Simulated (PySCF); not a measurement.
# How a change of structure moves an absorption spectrum

The calculation used TDDFT PBE0/def2-SVPD, vertical, gas phase, core orbitals frozen in the response (PySCF 2.14.0, density-fitted response routines). Geometries: GFN2-xTB; one conformer of each isolated species. Triplets are in the Tamm–Dancoff approximation. 'Strongest' means the level of largest summed f among the lowest 8 singlets; it needn't be the same kind of state in each.

Parent: `N[SiH2]C[SiH2][SiH3]`, with lowest singlet excitation energy 6.23 eV, S1–T1 gap 0.33 eV, lowest triplet energy 5.90 eV, oscillator strength of the strongest level 0.03. Its spectrum: 6.23 eV (f 0.014); 6.43 eV (f 0.005); 6.92 eV (f 0.002); 7.13 eV (f 0.020); 7.26 eV (f 0.001).

Task: Order the derivatives by their lowest singlet excitation, lowest first, with the shift from the parent.
A. H on Si replaced by CHO: `N[Si@@H](C=O)C[SiH2][SiH3]`
B. H on Si replaced by ethynyl: `C#C[Si@@H](N)C[SiH2][SiH3]`
C. H on Si replaced by N=CH2: `C=N[Si@@H](N)C[SiH2][SiH3]`

Result: A (shift -3.01 eV), C (shift -2.19 eV), B (shift -0.18 eV).

| change | SMILES | Δ S1 (eV) | Δ S1−T1 (eV) | Δ T1 (eV) | Δ f (strongest) |
| --- | --- | --- | --- | --- | --- |
| H on Si replaced by N=CH2 | C=N[Si@@H](N)C[SiH2][SiH3] | -2.19 | +0.30 | -2.49 | +0.01 |
| H on Si replaced by CHO | N[Si@@H](C=O)C[SiH2][SiH3] | -3.01 | +0.40 | -3.41 | -0.01 |
| H on Si replaced by ethynyl | C#C[Si@@H](N)C[SiH2][SiH3] | -0.18 | +0.76 | -0.94 | -0.01 |

S1 falls most with H on Si replaced by CHO (-3.01 eV); all changes lower it. S1 is simply the lowest singlet of each species and needn't be the same kind of state throughout.

Lowest levels of each derivative:
- `C=N[Si@@H](N)C[SiH2][SiH3]`: 4.04 eV (f 0.000); 5.16 eV (f 0.004); 6.17 eV (f 0.017)
- `N[Si@@H](C=O)C[SiH2][SiH3]`: 3.22 eV (f 0.001); 4.87 eV (f 0.010); 5.81 eV (f 0.022)
- `C#C[Si@@H](N)C[SiH2][SiH3]`: 6.06 eV (f 0.007); 6.16 eV (f 0.029); 6.27 eV (f 0.001)
